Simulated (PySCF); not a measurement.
ClK, SMILES [Cl][K] (connectivity only; charge and spin as stated), charge -1, multiplicity 2.

Geometry: PBE-D3(BJ)/def2-TZVPD. The spin state was assumed, not searched.

The numbers are results of PBE-D3(BJ)/def2-TZVPD (PySCF), not measurements.

Frequencies are harmonic and unscaled.

```tsv
mode	ν (cm⁻¹)	IR (km/mol)	moving atoms (share of kinetic energy)
1	200	46.4	Cl 52 %, K 48 %
```
